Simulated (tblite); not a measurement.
Species: C₆H₅FO (charge +1 and doublet state).
Z-matrix (Å and degrees, GFN2-xTB geometry), rows numbered from 1:
```
O 
C   1  1.2969
C   2  1.4102  1  123.95
C   3  1.3743  2  118.49  1   179.96
F   4  1.3139  3  120.01  2   179.99
C   4  1.4211  3  122.07  2    -0.05
C   6  1.3943  4  119.43  3     0.08
C   7  1.3737  6  120.00  4    -0.03
H   1  0.9758  2  116.21  3    -0.01
H   3  1.0812  2  121.37  1    -0.02
H   6  1.0818  4  118.77  3  -179.88
H   7  1.0798  6  119.74  4   179.97
H   8  1.0805  2  117.32  1     0.05
```

All values are computed: GFN2-xTB (tblite) harmonic vibrations without scaling, gas phase. This tight-binding method is rough: wavenumbers can miss measured ones by several per cent, in bad cases by 10 to 20. One conformer, not necessarily the lowest. Open shells enter through the occupations alone, without spin polarisation, and single modes of such species can be off by tens of per cent.

Harmonic wavenumbers (cm⁻¹): 168.9, 191.4, 319.4, 351.4, 447.2, 464.1, 478.6, 498.9, 569.2, 640.6, 731.1, 776.7, 837.2, 876.5, 924.9, 941.1, 972.9, 1075.9, 1088.2, 1128.5, 1196.3, 1225.8, 1315.2, 1340.4, 1377.4, 1451.1, 1480.4, 1556.0, 3082.2, 3088.3, 3092.8, 3104.7, 3339.5.

A = 3737, B = 1818, C = 1223 MHz; mass 112.032 u (most abundant isotopes); point group Cs, symmetry number 1; spin multiplicity 2.

Zero-point energy?

½Σν̃ = 20066 cm⁻¹ = 57.37 kcal/mol.

Entropy at 273.15 K, 1 bar (ideal gas, RRHO, classical rotation)?

Translation 39.65, rotation 27.79, vibration 10.85, spin (R ln 2) 1.38: S = 79.7 cal/(mol K).

And Cp and H(273.15 K) − H(0)?

Cp = 25.86 cal/(mol K), of which vibrations give 17.91 (their classical limit is 33 R = 65.6); H(273.15 K) − H(0) = 4.11 kcal/mol without the zero-point energy, 1.94 from vibrations.

How do the functions run with temperature in this model?

| T (K) | S (cal/(mol K)) | Cp (cal/(mol K)) | H − H(0) (kcal/mol) | G − H(0) (kcal/mol) | ln q(vib) |
| --- | --- | --- | --- | --- | --- |
| 150 | 67.6 | 15.4 | 1.57 | -8.57 | 0.53 |
| 250 | 77.5 | 23.9 | 3.53 | -15.83 | 1.60 |
| 298.15 | 82.0 | 27.9 | 4.78 | -19.67 | 2.23 |
| 400 | 91.4 | 35.7 | 8.03 | -28.51 | 3.71 |
| 600 | 108.1 | 46.7 | 16.36 | -48.49 | 6.89 |
| 900 | 129.0 | 56.1 | 31.92 | -84.17 | 11.66 |

q(vib) and H(0) count from the zero-point level.

What must be added to the electronic energy to get the Gibbs energy at 273.15 K and 1 bar?

ZPE + [H(273.15 K) − H(0)] − T·S = 57.37 + 4.11 − 21.76 = 39.72 kcal/mol.

Which modes carry the vibrational entropy at 273.15 K?

168.9 cm⁻¹: 2.28; 191.4 cm⁻¹: 2.05; 319.4 cm⁻¹: 1.17; 351.4 cm⁻¹: 1.03; 447.2 cm⁻¹: 0.69; 464.1 cm⁻¹: 0.64 cal/(mol K); the other 27 give 2.99 together.

Hindered rotation and anharmonicity are outside this model. Other conformers, if any are populated, would add a mixing term that is left out.
